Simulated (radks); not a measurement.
Values are calculated unless marked as measured or tabulated.
Problem. Excited configurations of V II: one electron is placed in a higher orbital outside [Ar] 3d3. The ground configuration is [Ar] 3d4. Code: a radial shooting solver on a logarithmic mesh with Libxc functionals. Model: non-relativistic Kohn-Sham, BLYP, spin-polarised, spherical densities, point nucleus; open shells are filled with parallel spins first. Excitation = E - E(ground); binding = E(ion) - E, where the ion is the core of charge +2; n* = 2/sqrt(2 binding) in atomic units, and the quantum defect is n - n*.

outer orbital  excitation (eV)  binding (eV)     n*  quantum defect  eigenvalue (eV)  <r> (bohr)
4s                       1.073        14.692  1.925           2.075          -11.306       2.995
4p                       5.263        10.501  2.276           1.724           -7.755       3.633
5s                       9.323         6.442  2.907           2.093           -5.104       6.571
5p                      10.523         5.242  3.222           1.778           -4.069       7.652
5d                      12.278         3.487  3.950           1.050           -2.634       10.68
6p                      12.580         3.185  4.133           1.867           -2.521       12.90
7s                      13.299         2.466  4.698           2.302           -1.966       17.45

Estimate the row for 4d.

Solution. excitation (eV) 10.087; binding (eV) 5.678; n* 3.096; quantum defect 0.904; eigenvalue (eV) -4.069; <r> (bohr) 5.776. The Delta-SCF ionisation energy is 15.765 eV (NIST Atomic Spectra Database: 14.63 eV, measured). Self-interaction in the functional shifts the binding energies and quantum defects, so they are the method's values and not measured ones. Open shells are spherical and high-spin; term and fine-structure splittings are not resolved.
